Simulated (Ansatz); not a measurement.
Consider the ligand exchange at the Si–C bond: `O[SiH](O)/C=C\[SiH2]Cl` + `O[Si](F)(F)F` → `O[SiH](O)O[Si](F)(F)F` + `C=C[SiH2]Cl`.

Isolated molecules relaxed with PBE0-D4/def2-TZVP in Ansatz; ΔE leaves out vibrations. CCSD(T)/CBS is the MP2 limit (def2-TZVPP, def2-QZVPP) plus CCSD(T) − MP2 in def2-TZVPP, frozen cores. Functionals use def2-TZVPP. B3LYP here is the variant with VWN-RPA as its local correlation; programs differ in this. One conformer a species, not always the lowest.

(1) Is it downhill or uphill in electronic energy at CCSD(T)/CBS, and by how much? (Best estimate.)

(2) What do these levels give: PBE-D4, r2SCAN-D4, PBE0-D4, B3LYP-D4, ωB97X-V, ωB97M-V, PBE, PBE0, B3LYP, SCS-MP2/def2-TZVPP, CCSD(T)/def2-TZVPP, CCSD/CBS(def2)? (Best estimate.)

Largest T1 diagnostic among the species: 0.012.

Results:

(1) Ansatz gave: Downhill: ΔE = -32.2 kcal/mol.

(2) Computed: PBE-D4 -27.9, r2SCAN-D4 -31.5, PBE0-D4 -29.9, B3LYP-D4 -32.3, ωB97X-V -31.5, ωB97M-V -31.1, PBE -28.8, PBE0 -30.6, B3LYP -33.7, SCS-MP2/def2-TZVPP -33.1, CCSD(T)/def2-TZVPP -32.0, CCSD/CBS(def2) -33.5 kcal/mol.

In def2-TZVPP, CCSD(T) changes the Hartree–Fock value by +7.8 kcal/mol (the triples alone add +1.3 kcal/mol) and MP2 by +8.0 kcal/mol. The D4 term adds +1.3 kcal/mol with B3LYP and +0.7 kcal/mol with PBE0; it sums over pairs of atoms, weighted by their polarisabilities, and B3LYP, whose exchange is more repulsive, gets the larger term. From PBE to PBE0 (25 % exact exchange), in def2-TZVPP and without D4, ΔE moves by −1.8 kcal/mol.
